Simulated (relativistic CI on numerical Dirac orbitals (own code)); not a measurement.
# One change at a time: In+

Base calculation: Dirac-Coulomb-Breit CI, separate exchange-only KLI orbitals for each configuration, QED by a radiative potential, valence Slater integrals scaled by 0.85, P86 correlation energy added to each configuration.

CI space (outside the closed core [Kr] 4d10): 5s2, 5s.5p, 5s.6s, 5p2, 5s.5d, 5s.6p, 5d2, 5s.7s, 5s.4f, 5s.6d, 5p.5d, 5s.7p, 5s.8s, 5s.5f, 5s.5g, 5s.7d, 5s.8p, 5s.6f, 5p.6s. Levels of other configurations are missing.

The lowest level and the first level of each name with at least 55 % of one term (blank where a level has no safe partner in the second run):

| Level | Base (cm⁻¹) | Shift (cm⁻¹) |
| --- | --- | --- |
| 5s2 1S_0 | 0.0 | 0.0 |
| 5s.5p 3P°_0 | 37612.6 | -34.3 |
| 5s.5p 3P°_1 | 38631.1 | -17.1 |
| 5s.5p 3P°_2 | 40866.1 | +23.4 |
| 5s.5p 1P°_1 | 61262.8 | +42.8 |
| 5s.6s 3S_1 | 89282.0 | +55.7 |
| 5s.5d 1D_2 | 91665.7 | +48.4 |
| 5s.6s 1S_0 | 92799.9 | +56.2 |
| 5p2 3P_0 | 97023.7 | -24.7 |
| 5s.5d 3D_1 | 97336.6 | +68.6 |
| 5s.5d 3D_2 | 97405.7 | +71.5 |
| 5s.5d 3D_3 | 97512.1 | +75.1 |
| 5p2 3P_1 | 98323.9 | +8.3 |
| 5p2 3P_2 | 100390.6 | +47.4 |
| 5s.6p 3P°_0 | 102550.4 | +52.4 |
| 5s.6p 3P°_1 | 102760.5 | +54.3 |
| 5s.6p 3P°_2 | 103301.5 | +62.4 |
| 5s.6p 1P°_1 | 106019.0 | +45.5 |
| 5s.7s 3S_1 | 116717.0 | +66.3 |
| 5s.7s 1S_0 | 117408.5 | +38.9 |
| 5p2 1S_0 | 119440.0 | +63.8 |
| 5s.6d 3D_1 | 119833.1 | +70.9 |

For a near-neutral ion this model can misplace configurations by up to about 10,000 cm⁻¹ (more where the count of f electrons changes) and terms by 10 to 25 % of their spread. Rates follow the energies as ν³ (E1, M1) or ν⁵ (E2), so they and the lifetimes can be off by large factors. The fine structure of a lone outer electron comes out too small, for d and f at times inverted, and misplaced configurations move strength between like terms. 17 of the 19 excited levels that our extract of the measured tables holds in this range could be paired (the sources list more); they are missed by 4407 cm⁻¹ on average and 5174 at most, and levels without a partner can miss by more.

**Question.** One thing was changed in a second run, which moved the levels as shown. Which?
A. QED terms removed
B. configuration mixing switched off
C. Breit term removed
D. no correlation estimate
E. self-excluded LDA correlation estimate

**Answer.** C. Breit term removed. The Breit term mainly narrows fine-structure intervals, so removing it widens them.

LS names give the leading component of a level, which can be under half, so a name can repeat, a term be missing and a line seem to break the LS rules.
